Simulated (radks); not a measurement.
Zr2+, configuration [Kr] 4d2. Calculated with a radial shooting solver on a logarithmic mesh with Libxc functionals: Dirac Kohn-Sham, PBE, spin-unpolarised, spherical densities, finite nucleus; open shells are shared between the two j in proportion to 2j + 1; Fermi nuclear charge, rms radius 4.2694 fm.

Normalised radial functions P(r) = r R(r) (large component), r in bohr:

r,4p3/2,4d5/2
0.003769,0.0037,0.0000
0.005667,0.0080,0.0001
0.008591,0.0172,0.0002
0.01292,0.0353,0.0007
0.01943,0.0693,0.0021
0.02945,0.1288,0.0063
0.04429,0.2124,0.0177
0.0666,0.2947,0.0457
0.101,0.2946,0.1064
0.1518,0.1004,0.2047
0.2283,-0.2709,0.3074
0.3461,-0.4927,0.3095
0.5205,-0.1470,0.0969
0.7827,0.5824,-0.2978
1.186,0.9652,-0.6588
1.784,0.6687,-0.7228
2.683,0.2220,-0.5014
4.067,0.0287,-0.2047
6.116,0.0010,-0.0392

4p3/2: eigenvalue -46.339 eV, 2 radial nodes at r = 0.171, 0.569 bohr, <r> = 1.37 bohr, 90 % of the charge inside 2.04 bohr. 4d5/2: eigenvalue -17.236 eV, 1 radial node at r = 0.582 bohr, <r> = 2.02 bohr, 90 % of the charge inside 3.18 bohr.
